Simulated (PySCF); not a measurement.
# One molecule, several mistakes: AlFH4NSi cation

All numbers below are calculated, not measured. The program is PySCF 2.14.0, an open-source quantum chemistry code, run on an isolated molecule that a program drew, which may never have been made. The molecule is AlFH4NSi cation (charge +1, singlet), drawn as the SMILES string `[F][AlH][NH][SiH2+]`.

Each row is a Hartree-Fock (HF) and frozen-core CCSD(T) single point in the cc-pV(D+d)Z basis, meant for a local HF minimum. Run 1 is clean. Each other run has one planted mistake out of seven kinds, and not every kind appears here: one electron removed, one electron added, multiplicity raised by two, geometry at a saddle point, minimal basis STO-3G, one bond length entered in bohr, all coordinates scaled. The reference is restricted for singlets and unrestricted otherwise, and also for a bond in bohr. Adding or removing an electron swaps singlet and doublet. Electrons count all cores. HOMO and LUMO are orbital energies over both spins, the gradient is its largest component, and the lowest frequency (negative if imaginary) is given only where the gradient is small. Bond lengths are over the 7 bonds as drawn. T1 is the CCSD diagnostic: over 0.02 (restricted) or 0.045 (unrestricted) a single reference is doubtful.

Geometry of the clean run:
```xyz
8
AlFH4NSi cation, angstrom
F     0.7055    3.5935    2.4541
Al    0.4960    2.2692    1.5249
N    -1.2946    1.7463    1.5923
Si   -2.1325    0.5292    0.8990
H     1.4707    1.4378    0.6600
H    -1.8418    2.3590    2.1878
H    -1.4207   -0.3979    0.0271
H    -3.5615    0.3758    1.1490
```

| run | electrons | basis functions | <S^2> | HOMO (eV) | LUMO (eV) | gradient (hartree/bohr) | lowest frequency (cm^-1) | mean bond (Å) | longest bond (Å) | T1 | HF (hartree) | CCSD(T) (hartree) | mistake |
|---|---|---|---|---|---|---|---|---|---|---|---|---|---|
| 1 | 46 | 94 | 0.000 | -17.69 | -4.50 | 1.9e-05 | 96 | 1.5153 | 1.867 | 0.0165 | -686.94777 | -687.49108 | no fault |
| 2 | 47 | 94 | 0.767 | -5.93 | 1.90 | 6.0e-02 | - | 1.5153 | 1.867 | 0.0164 | -687.13846 | -687.69356 | one electron added |
| 3 | 46 | 94 | 0.000 | -17.97 | -4.36 | 5.6e-02 | - | 1.4381 | 1.771 | 0.0142 | -686.92286 | -687.45705 | ? |
| 4 | 46 | 94 | 0.858 | -16.68 | -5.23 | 1.5e-02 | - | 1.7008 | 2.757 | 0.0419 | -686.83321 | -687.36472 | ? |

**Which mistake was planted in run 3, and what did it cost?**

The mean and the longest bond both change by the same factor, 0.949, and the gradient is no longer small. So the mistake is: all coordinates scaled. Subtracting run 1 and multiplying by 627.51 kcal/mol a hartree, the energy moved by 15.6 kcal/mol in HF and 21.4 kcal/mol in CCSD(T).

**Which mistake was planted in run 4, and what did it cost?**

The mean bond changes by a factor of 1.122 and the longest by 1.477, so the molecule wasn't scaled as a whole. A length L in bohr read as angstrom grows by (1/0.5292 - 1) L = 0.890 L. The 7 bonds together grew by 7 x 0.1855 = 1.298 Å, which gives L = 1.459 Å. That is the length of one of the H-Si bonds, 1.459 Å in the clean geometry. So the mistake is: one bond length entered in bohr. Subtracting run 1 and multiplying by 627.51 kcal/mol a hartree, the energy moved by 71.9 kcal/mol in HF and 79.3 kcal/mol in CCSD(T).

